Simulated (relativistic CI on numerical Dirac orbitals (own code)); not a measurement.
## Ni2+ in a cubic cluster: 2p photoemission with charge transfer

Computed with a charge-transfer multiplet model of a cubic metal-ligand cluster with up to 2 ligand holes, Slater and spin-orbit integrals from Dirac-Coulomb-Breit ions, Slater integrals scaled by 0.9. The ground state mixes d8 with configurations of k ligand holes L, whose averages lie at kΔ + k(k − 1)U_dd/2; a core hole lowers each added d electron by U_cd. 300 K, Lorentzian 0.6 eV and Gaussian 0.8 eV FWHM.

Atomic integrals in eV (Slater integrals scaled, ζ unscaled), ground: F2dd 10.953, F4dd 6.797, zeta_d 0.080; with the core hole: F2dd 12.575, F4dd 7.855, zeta_d 0.114, zeta_core 11.406, F2cd 7.542, G1cd 5.754, G3cd 3.273.

Cluster parameters (eV): U_dd = 7.7, U_cd = 9.9, 10Dq = 0.6, 10Dq(ligand) = 0.8, V(eg) = 1.8, V(t2g) = -0.85, final-state hopping factor = 0.9.

| Case | n_d | d8 | d9L | d10L2 | S |
| --- | --- | --- | --- | --- | --- |
| Δ = 2.7 eV | 8.22 | 0.78 | 0.21 | 0.01 | 1.00 |
| Δ = 3.7 eV | 8.17 | 0.83 | 0.16 | 0.00 | 1.00 |
| Δ = 4.7 eV | 8.13 | 0.87 | 0.13 | 0.00 | 1.00 |
| Δ = 5.7 eV | 8.11 | 0.90 | 0.10 | 0.00 | 1.00 |
| Δ = 6.7 eV | 8.08 | 0.92 | 0.08 | 0.00 | 1.00 |

Weights, n_d and S are thermal averages at 300 K. Binding energies count from the first peak over 30 % of the highest in each spectrum, which can be another peak from case to case. The parameters are a model scan and need not match a compound or its usual spin state. Peaks in eV (height, largest 100):
- Δ = 2.7 eV: 0.0 (100), 5.0 (61), 7.7 (36), 8.7 (42), 9.6 (46), 12.5 (21), 17.4 (44), 22.2 (35), 27.1 (43), 29.3 (9)
- Δ = 3.7 eV: 0.0 (100), 5.2 (77), 8.7 (45), 11.5 (22), 17.5 (42), 22.5 (37), 26.2 (44), 28.2 (9)
- Δ = 4.7 eV: 0.0 (100), 5.2 (81), 8.2 (37), 10.6 (22), 17.6 (41), 22.9 (43), 25.5 (37), 27.4 (9)
- Δ = 5.7 eV: 0.0 (100), 4.7 (64), 5.5 (62), 9.9 (20), 17.7 (41), 23.2 (43), 25.3 (18), 26.6 (9)
- Δ = 6.7 eV: 0.0 (100), 4.2 (61), 9.3 (13), 17.6 (41), 23.1 (39), 26.1 (7)

Curve for Δ = 4.7 eV (points under 2 left out, the grid thinned):

E (eV), Intensity and a bar:
```
     -3.1        2.1 
     -2.4        3.3 
     -1.7        6.5 #
     -0.9       25.7 ########
     -0.2       91.1 ##############################
      0.5       71.3 #######################
      1.2       27.6 #########
      1.9       15.5 #####
      2.6       13.3 ####
      3.4       15.6 #####
      4.1       24.0 #######
      4.8       66.8 ######################
      5.5       78.5 ##########################
      6.2       51.7 #################
      7.0       30.5 ##########
      7.7       33.3 ###########
      8.4       35.6 ###########
      9.1       22.4 #######
      9.8       14.1 ####
     10.5       22.1 #######
     11.3       12.5 ####
     12.0        9.1 ##
     12.7        5.3 #
     13.4        2.8 
     14.9        2.0 
     15.7        3.1 
     16.4        7.4 ##
     17.1       28.8 #########
     17.8       39.2 #############
     18.5       22.6 #######
     19.2       15.7 #####
     20.0        7.9 ##
     20.7        5.0 #
     21.4        5.9 #
     22.1       18.5 ######
     22.8       42.6 ##############
     23.6       23.7 #######
     24.3       14.7 ####
     25.0       27.3 #########
     25.7       35.0 ###########
     26.4       13.0 ####
     27.1        8.8 ##
     27.9        7.3 ##
     28.6        3.8 #
     29.3        2.1
```

For the case Δ = 5.7 eV, Δ = 5.7 eV is smaller than U_dd = 7.7 eV, the charge-transfer side of the Zaanen-Sawatzky-Allen scheme. With the core hole the configuration with one ligand hole lies at Δ − U_cd = -7.2, -6.2, -5.2, -4.2, -3.2 eV from the one without, in the order of the table; where this is negative the screened configuration lies lower.
